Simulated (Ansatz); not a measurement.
A nudged elastic band was laid between two geometries of ClH3Sn + H3P (9 atoms, charge 0, multiplicity 1).

Level of theory: RKS PBE-D4/def2-SVP in Ansatz 0.2.0.

- movable images: 9
- climbing image: yes
- spring: 5.0 eV/Å²
- optimiser: quadratic models (default)
- start path: through a guess of the saddle point
- force threshold: 0.05 eV/Å
- iteration limit: 60
- end points: relaxed

Initial state:

```xyz
9
Properties=species:S:1:pos:R:3
Sn 0.540 0.184 -0.243
Cl 0.798 -0.123 2.108
H 2.149 0.289 -0.859
H -0.335 1.650 -0.455
H -0.291 -1.206 -0.828
P -3.116 -0.321 1.135
H -3.623 -1.653 1.348
H -4.146 0.280 1.944
H -2.193 -0.413 2.234
```

Final state:

```xyz
9
Properties=species:S:1:pos:R:3
Sn -0.601 0.188 -0.383
Cl 0.467 -1.501 3.030
H 0.644 1.183 0.272
H -1.260 0.927 -1.803
H -0.007 -1.384 -0.759
P -2.390 -0.083 1.415
H -3.020 1.190 1.184
H -3.302 -0.811 0.574
H -0.746 -1.021 2.852
```

(1) Which bonds break or form, and what moves?

(2) What energy profile does the band end with?

(3) What is the geometry of the highest image?

Answers

(1) Bonds broken: Sn1–Cl2, P6–H9. Bonds formed: Sn1–P6, Cl2–H9. ClH3Sn + H3P becomes ClH + H5PSn.

(2) The forces met the threshold. The highest image is number 5 of 0 to 10, 161.6 kJ/mol above the first end and 124.6 kJ/mol above the last; the last end lies 37.0 kJ/mol above the first. Beside the main top the profile has a ripple of under 15 meV (maxima at images 1, 5), which may be a very shallow well or noise. Neighbouring images differ by up to 1.6 eV, so the band resolves the path poorly. A vibrational analysis at the climbing image gives one clearly imaginary mode, 853i cm⁻¹: a first-order saddle point. The orbitals stay closed-shell, which can raise the energy where a bond breaks towards radicals; this wasn't checked here.

| image | path coordinate (Å) | energy (kJ/mol) | Sn1–Cl2 (Å) | P6–H9 (Å) | Sn1–P6 (Å) |
| --- | --- | --- | --- | --- | --- |
| 0 | 0.00 | 0.0 | 2.39 | 1.44 | 3.94 |
| 1 | 1.69 | 2.5 | 2.38 | 1.44 | 4.13 |
| 2 | 3.37 | 1.9 | 2.38 | 1.44 | 4.31 |
| 3 | 5.06 | 1.4 | 2.38 | 1.44 | 4.25 |
| 4 | 6.74 | 7.0 | 2.40 | 1.44 | 3.65 |
| 5 | 8.43 | 161.6 | 2.79 | 1.80 | 2.81 |
| 6 | 10.21 | 51.1 | 3.85 | 2.66 | 2.57 |
| 7 | 11.99 | 49.5 | 3.95 | 3.40 | 2.56 |
| 8 | 13.77 | 46.7 | 3.95 | 3.98 | 2.55 |
| 9 | 15.55 | 43.0 | 3.85 | 2.64 | 2.55 |
| 10 | 17.33 | 37.0 | 3.96 | 2.38 | 2.55 |

(3) 
```xyz
9
Properties=species:S:1:pos:R:3
Sn -0.168 -0.058 -0.193
Cl -0.388 -1.736 2.028
H 0.527 1.422 0.348
H -1.176 0.039 -1.604
H 1.056 -1.228 -0.563
P -2.573 0.643 1.088
H -3.476 -0.475 1.077
H -2.510 0.761 2.519
H -1.507 -0.680 1.682
```

Time of the run: 9 min on 2 threads of Arm Neoverse V1, on a shared host, peak memory 0.13 GiB.
